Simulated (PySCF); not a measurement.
C3H9Si, SMILES [CH2][SiH](C)C, multiplicity 2. Atoms are numbered in the order given.

```xyz
13

C     -0.1407     1.7816     0.3907
Si    -0.0669     0.0856    -0.3690
C     -1.3902    -1.0367     0.3842
C      1.6330    -0.6908    -0.0829
H     -0.3958     2.6882    -0.1695
H      0.0640     1.9533     1.4551
H     -0.3127     0.2154    -1.8388
H     -1.3454    -2.0447    -0.0605
H     -2.4012    -0.6330     0.2170
H     -1.2404    -1.1381     1.4718
H      2.4331    -0.0828    -0.5338
H      1.6805    -1.7007    -0.5228
H      1.8418    -0.7808     0.9960
```
Charge 0, spin multiplicity 2.

The structure is a stationary point at B3LYP-D3(BJ)/def2-SVP. A frequency run showed that this geometry is not a minimum. The isomer is the one that the SMILES or the coordinates give; other isomers of the formula were not compared.

Two levels are set side by side: PBE/pcH-1 (PySCF) and PBE0/pcH-1 (PySCF). Contact hyperfine couplings, same geometry. Differences are taken from unrounded values.

| quantity | PBE |
|---|---|
| A(iso) of 13C, atom C1 (MHz) | 71.1 |
| A(iso) of 29Si, atom Si2 (MHz) | 39.1 |
| A(iso) of 13C, atom C3 (MHz) | 32.1 |
| A(iso) of 13C, atom C4 (MHz) | 26.9 |
| A(iso) of 1H, atom H5 (MHz) | -57.7 |
| A(iso) of 1H, atom H6 (MHz) | -56.9 |
| A(iso) of 1H, atom H7 (MHz) | -2.0 |
| A(iso) of 1H, atom H8 (MHz) | 11.4 |
| A(iso) of 1H, atom H9 (MHz) | -2.1 |
| A(iso) of 1H, atom H10 (MHz) | -2.2 |
| A(iso) of 1H, atom H11 (MHz) | -1.8 |
| A(iso) of 1H, atom H12 (MHz) | 9.7 |
| A(iso) of 1H, atom H13 (MHz) | -1.9 |

Task: These are the PBE values. What does PBE0 give? (The exact figures need the calculation; the answer reports its results.)

Result: 
| quantity | PBE0 | PBE minus PBE0 |
|---|---|---|
| A(iso) of 13C, atom C1 (MHz) | 83.0 | -12.0 |
| A(iso) of 29Si, atom Si2 (MHz) | 47.9 | -8.8 |
| A(iso) of 13C, atom C3 (MHz) | 29.4 | 2.7 |
| A(iso) of 13C, atom C4 (MHz) | 24.7 | 2.3 |
| A(iso) of 1H, atom H5 (MHz) | -65.9 | 8.2 |
| A(iso) of 1H, atom H6 (MHz) | -64.7 | 7.8 |
| A(iso) of 1H, atom H7 (MHz) | -2.1 | 0.1 |
| A(iso) of 1H, atom H8 (MHz) | 9.6 | 1.8 |
| A(iso) of 1H, atom H9 (MHz) | -1.9 | -0.1 |
| A(iso) of 1H, atom H10 (MHz) | -2.1 | 0.0 |
| A(iso) of 1H, atom H11 (MHz) | -1.6 | -0.1 |
| A(iso) of 1H, atom H12 (MHz) | 8.1 | 1.6 |
| A(iso) of 1H, atom H13 (MHz) | -1.9 | 0.0 |

Rough cost on one machine, each run with all the roots and properties that it gave: PBE0 against PBE within a factor of 2.
